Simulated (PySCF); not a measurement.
SCF from a fresh guess for triplet OsOF2, at the PBE0 minimum. PySCF input:

```python
from pyscf import gto, scf, dft
mol = gto.M(atom='''
Os     0.000000    -0.000000     0.004241
O      0.000000    -0.000000     1.680673
F      1.680447    -0.000000    -0.734491
F     -1.680447     0.000000    -0.734491''',
    basis={'Os': 'def2-SVP', 'O': 'def2-SVP', 'F': 'def2-SVP'},
    ecp={'Os': 'def2-SVP'},
    charge=0, spin=2)
mf = dft.UKS(mol, xc='PBE0')
mf.grids.atom_grid = (50, 194)
aux = {'Os': 'def2-universal-JKFIT', 'O': 'def2-universal-JKFIT', 'F': 'def2-universal-JKFIT'}
mf = mf.density_fit(auxbasis=aux)
mf.conv_tol = 1e-08
mf.diis_space = 10
mf.max_cycle = 60
mf.init_guess = 'minao'
mf.verbose = 4
mf.kernel()
```

Excerpt of the output (cycles alone):

```
init E= -352.97923221571
cycle= 1 E= -364.967936358832  delta_E=  -12  |g|= 0.607  |ddm|= 5.77
cycle= 2 E= -364.391320943652  delta_E= 0.577  |g|= 1.38  |ddm|= 1.22
cycle= 3 E= -365.021451018701  delta_E= -0.63  |g|= 0.438  |ddm|= 1.06
cycle= 4 E= -365.097782973567  delta_E= -0.0763  |g|= 0.0902  |ddm|= 0.355
cycle= 5 E= -365.099614869851  delta_E= -0.00183  |g|= 0.0549  |ddm|= 0.113
cycle= 6 E= -365.100914370649  delta_E= -0.0013  |g|= 0.00641  |ddm|= 0.0511
cycle= 7 E= -365.100935523392  delta_E= -2.12e-05  |g|= 0.00177  |ddm|= 0.0065
cycle= 8 E= -365.100939274174  delta_E= -3.75e-06  |g|= 0.00066  |ddm|= 0.00383
cycle= 9 E= -365.10094009663  delta_E= -8.22e-07  |g|= 0.000226  |ddm|= 0.00184
cycle= 10 E= -365.100940251609  delta_E= -1.55e-07  |g|= 8.26e-05  |ddm|= 0.000912
cycle= 11 E= -365.100940275667  delta_E= -2.41e-08  |g|= 4.87e-05  |ddm|= 0.000393
cycle= 12 E= -365.100940278827  delta_E= -3.16e-09  |g|= 6.25e-06  |ddm|= 0.000152
Extra cycle  E= -365.100940278793  delta_E= 3.48e-11  |g|= 1.45e-05  |ddm|= 1.63e-05
converged SCF energy = -365.100940278793  <S^2> = 2.0082604  2S+1 = 3.0055019
```

No lower solution of this spin was found from smeared starts or by a stability analysis within the unrestricted form.

Open d and f shells are described by one determinant, and the ground state may have another occupation or spin. No spin–orbit coupling is included, which matters more the heavier the element.

The search for the lowest solution, 3 starts and the stability check together, took 4.8 s on 2 threads of a shared AMD EPYC 9R45 96-Core (Zen 5) host, with 74 basis functions; the process peaked at 0.4 GiB.
